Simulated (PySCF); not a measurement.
Predicted microwave data (PBE0-D3(BJ)/def2-SVP geometry optimisation, gas phase in PySCF) for one isomer of C5H3FOS:

```
Rotational constants : A = 3703, B = 1408, C = 1020 MHz
Dipole components    : |μa| = 3.74 D, |μb| = 1.66 D, |μc| = 0.00 D
Inertial defect      : 0.00 u·Å²
κ                    : -0.71
```

Question: Which structure is it? (One computed conformer of each.)
A. `[O:1]=[C:2]([F:3])[c:4]1[cH:5][cH:6][cH:7][s:8]1` with O1–C2–C4–C5 179°
B. `O=c1ccscc1F`
C. `Fc1cc(=S)cco1`

Answer: A. It is O=C(F)c1cccs1, an asymmetric top, point group Cs. The candidates at the same level (rigid rotor, commonest isotopes):

| SMILES | A (MHz) | B (MHz) | C (MHz) | μa (D) | μb (D) | μc (D) | Δ (u·Å²) | point group | rotor |
| --- | --- | --- | --- | --- | --- | --- | --- | --- | --- |
| O=C(F)c1cccs1 | 3703 | 1408 | 1020 | 3.74 | 1.66 | 0.00 | 0.00 | Cs | asymmetric top |
| O=c1ccscc1F | 3028 | 1604 | 1049 | 4.42 | 0.45 | 0.00 | -0.01 | Cs | asymmetric top |
| Fc1cc(=S)cco1 | 3753 | 1200 | 909.5 | 3.01 | 2.05 | 0.00 | 0.00 | Cs | asymmetric top |

`O=c1ccscc1F` has A 18 % too low; `Fc1cc(=S)cco1` has B 15 % too low. In the right answer the mirror of this Cs structure is the ab plane, so μc vanishes by symmetry. No structure here is proved a minimum.
